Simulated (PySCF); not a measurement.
One molecule, one basis, several functionals.

Species: CH5GaO.
Numbering: `[CH3:1][O:2][GaH2:3]` (hydrogens: H4, H5, H6 on C1; H7, H8 on Ga3)

PySCF, def2-SVPD basis, density fitting, gas phase, PBE0-D3(BJ)/def2-SVP geometry; singlet excitations by full TDDFT with frozen cores, triplets by Tamm–Dancoff TDDFT and ionisation energies by ΔSCF, from the lowest of the holes tried. One functional is left out:

| functional | exact exchange (%) | HOMO energy (eV) | LUMO energy (eV) | lowest singlet excitation (eV) | lowest triplet excitation (eV) | dipole moment (D) | mean polarisability (au) | vertical ionisation energy (eV) |
| --- | --- | --- | --- | --- | --- | --- | --- | --- |
| LDA | 0 | -6.63 | -2.28 | 4.54 | 4.10 | 1.051 | 51.8 | 10.07 |
| PBE | 0 | -6.49 | -2.05 | 4.64 | 4.13 | 1.008 | 50.9 | 9.94 |
| B3LYP | 20 | -7.68 | -1.54 | 5.13 | 4.64 | 1.131 | 48.5 | 10.23 |
| BHandHLYP | 50 | -9.31 | -0.55 | 5.87 | 5.49 | 1.268 | 45.5 | 10.06 |

Task: Predict the row of PBE0 (25 % exact exchange) by straight lines through the other rows, and check it.

Result: 
```
                       property   line  computed  computed − line  B3LYP (20 %), for comparison
               HOMO energy (eV)  -7.94     -7.90            +0.04                         -7.68
               LUMO energy (eV)  -1.36     -1.25            +0.11                         -1.54
 lowest singlet excitation (eV)   5.24      5.32            +0.08                          5.13
 lowest triplet excitation (eV)   4.80      4.82            +0.02                          4.64
              dipole moment (D)  1.150     1.144           -0.006                         1.131
       mean polarisability (au)   48.3      47.7             -0.6                          48.5
vertical ionisation energy (eV)  10.09     10.15            +0.06                         10.23
```
